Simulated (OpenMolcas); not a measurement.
**Levels of Ag⁷⁺ by method**

```json
{"Program": "OpenMolcas 26.06", "Basis": "ANO-RCC-VTZP [7s6p4d2f1g]", "Scalar Hamiltonian": "DKH2, point nucleus", "Active space": "4 electrons in 10 orbitals (4d 5d)", "State averaging": "2S+1 = 5 even, 5 roots; 2S+1 = 3 even, 45 roots; 2S+1 = 1 even, 49 roots", "Spin-orbit coupling": "state interaction with AMFI integrals over the reference wave functions, term energies averaged over their components"}
```

Methods on the same reference wave functions:
A. CASSCF
B. SS-CASPT2, IPEA 0.25 Eh, imaginary shift 0.1 Eh (closed shells correlated: 4s 4p)
C. MS-CASPT2, IPEA 0.25 Eh, imaginary shift 0.1 Eh (closed shells correlated: 4s 4p)
D. XMS-CASPT2, IPEA 0.25 Eh, imaginary shift 0.1 Eh (closed shells correlated: 4s 4p)

Energies in cm⁻¹ above 4d⁴ ⁵D₀, the measured ground level; measured values from Atoms 5, 11 (2017), spectra Ag VII to Ag IX.

```csv
Level,A,B,C,D,Measured
4d⁴ ⁵D₀,0.0,0.0,0.0,0.0,0.0
4d⁴ ⁵D₁,1152,1250,1248,1213,1340
4d⁴ ⁵D₂,2910,3060,3060,3000,3212
4d⁴ ⁵D₃,4955,5100,5100,5040,5292
4d⁴ ⁵D₄,7151,7260,7250,7220,7443
4d⁴ ³P₀(1),24692,21800,21800,22690,21309
4d⁴ ³H₄ [69 %],25881,24260,24270,24920,23302
4d⁴ ³H₅,28493,27140,27130,27760,26250
4d⁴ ³P₁(1),29655,26870,26860,27780,26526
4d⁴ ³H₆,30321,29100,29100,29710,28185
4d⁴ ³G₃ [50 %],30482,27830,27860,28620,
4d⁴ ³F₂(1),31444,28700,28740,29600,28051
4d⁴ ³F₄(1) [54 %],32533,30250,30240,30990,
4d⁴ ³P₂(1),35794,32690,32670,33570,32134
4d⁴ ³F₃(1) [51 %],36360,33700,33660,34410,
4d⁴ ³G₄ [59 %],36595,33810,33770,34440,32698
4d⁴ ³G₅,38476,36030,36020,36660,35077
4d⁴ ¹I₆,42914,41140,41130,41600,39744
4d⁴ ³D₃,43090,38250,38240,38900,36879
4d⁴ ³D₂ [68 %],43884,39410,39420,40120,38402
4d⁴ ³D₁,45091,40310,40310,41000,39191
4d⁴ ¹G₄(1) [73 %],47467,44240,44190,44860,43104
4d⁴ ¹S₀,52176,46300,46290,47150,
4d⁴ ¹D₂(1),54457,50180,50170,50630,
```

Deviations, from unrounded energies. A percentage is the sum of absolute deviations over the sum of measured energies, with the sign that they share, or ± where signs differ.

```
                        Against measurement  Levels      A     B     C     D
             mean absolute deviation (cm-1)      18   3000   750   750  1300
      fine structure of the ground term (%)       4   -6.5  -3.6  -3.6  -4.7
other terms of the ground configuration (%)      14  +11.7  +2.9  +2.8  +5.0
```

B, C lie about equally close to measurement and A furthest from it. The largest miss of C in the table is 4d⁴ ¹I₆, by +1400 cm-1. The ranking rests on the paired levels alone, and a cruder setting can come out closer through cancelling errors.

Among B to D the level of the table that moves most is 4d⁴ ³P₁(1), by 920 cm-1 (lowest in C, highest in D). Moves below CASPT2's spread within the term are not significant.

The mean deviations of B to D differ by less than CASPT2's widest spread within a term (1300 cm-1), so their order carries little weight.

From A to B the spin-free energies of the other terms of 4d⁴ shown, above ⁵D, scale by factors of 0.86 to 0.94, as is usual when dynamic correlation screens the repulsion within a d or f shell.

The lowest spin-free term lies below A's lowest term by 0.289 hartree in B, 0.289 hartree in C, 0.294 hartree in D.

Term energies are means over components that CASPT2 splits; among the terms shown or strongly mixed into the levels shown the widest spread is 1300 cm-1 (4d⁴ ¹I, D). Active for correlation alone: 5d; no level in the range computed is led by a configuration that fills it, so any true level of that kind is missing. Without dynamic correlation excited terms often stand tens of per cent too high (terms of higher spin than the ground term too low), and those without a measured partner can miss by more than the paired ones (holds for A). The CASPT2 spread within a term exceeds the gap to the next term for 4d⁴ ³D and 4d⁴ ¹I, 4d⁴ ¹I and 4d⁴ ¹G(1), so the order of their levels is uncertain (holds for C; D). Measured partners are found by configuration, term and J. A level has none where our copy of the source lacks it or the pairing is in doubt (some pairs that miss far off the trend of their configuration count as doubtful), and it then counts in no deviation. Levels of configurations outside the active space are missing. Levels that lie high or do not pair safely by name in every column are left out.

A share in square brackets marks a mixed level and gives the weight of the term that names it, the lowest over the columns. A number in round brackets counts repeated terms of one configuration in the order of the reference energies.
